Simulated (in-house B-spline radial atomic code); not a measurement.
Radial electron density of Ho5+, [Kr] (4d3/2)4 (4d5/2)5 (4f5/2)4 (4f7/2)5 5s2 (5p1/2)2 (5p3/2)3 (7g7/2)1. All numbers are computed (Dirac-Hartree-Fock, average of the jj configuration; Fermi nucleus of rms radius 5.2022 fm) with an all-electron radial atomic-structure program (B-spline basis), not measured.

Columns: r (bohr), 4πr²n(r) (electrons per bohr), bar.

```
0.000631    2.377 #
0.000809    3.586 #
 0.00104    5.394 ##
 0.00133    7.975 ###
 0.00171    11.75 ####
 0.00219    16.98 ######
 0.00281    24.14 #########
 0.00361    33.58 #############
 0.00463    45.22 #################
 0.00594    58.65 ######################
 0.00762    72.49 ###########################
 0.00978    84.43 ################################
  0.0125     91.5 ##################################
  0.0161    91.91 ###################################
  0.0207    86.64 #################################
  0.0265     81.8 ###############################
   0.034    85.49 ################################
  0.0436    100.5 ######################################
   0.056    116.7 ############################################
  0.0718    117.1 ############################################
  0.0922    100.3 ######################################
   0.118     90.3 ##################################
   0.152    101.5 ######################################
   0.195    104.7 #######################################
    0.25    75.96 #############################
    0.32    49.33 ###################
   0.411     52.5 ####################
   0.528    54.56 #####################
   0.677    36.84 ##############
   0.868       20 ########
    1.11    12.67 #####
    1.43    7.305 ###
    1.83     2.68 #
    2.35   0.5331 
    3.02  0.09915 
    3.87  0.01758 
    4.97  0.01991 
    6.38  0.07961 
    8.18 0.0001674 
    10.5   0.1279 
    13.5   0.1065 
    17.3  0.01071 
    22.2 0.0001248 
    28.5 1.104e-07 
    36.5 6.775e-12
```

On this grid the curve has 6 maxima, near 0.0161, 0.0718, 0.195, 0.528, 6.38, 10.5 bohr.

The 5p3/2 radial function P(r) = rR(r), positive near the nucleus, with its small component Q(r) (sign convention: Q ≈ (P' + κP/r)/2c):

```tsv
r (bohr)	P	Q
0.00133	0.00136	-0.0001693
0.00219	0.003475	-0.0004332
0.00361	0.008727	-0.001091
0.00594	0.02117	-0.002661
0.00978	0.04879	-0.006195
0.0161	0.1029	-0.01333
0.0265	0.1856	-0.02523
0.0436	0.2485	-0.03832
0.0718	0.148	-0.03852
0.118	-0.1936	-0.01097
0.195	-0.3214	0.02152
0.32	0.2765	0.009957
0.528	0.4202	-0.01449
0.868	-0.6283	-0.003443
1.43	-0.9554	0.007015
2.35	-0.2983	0.002743
3.87	-0.0152	0.0001483
```
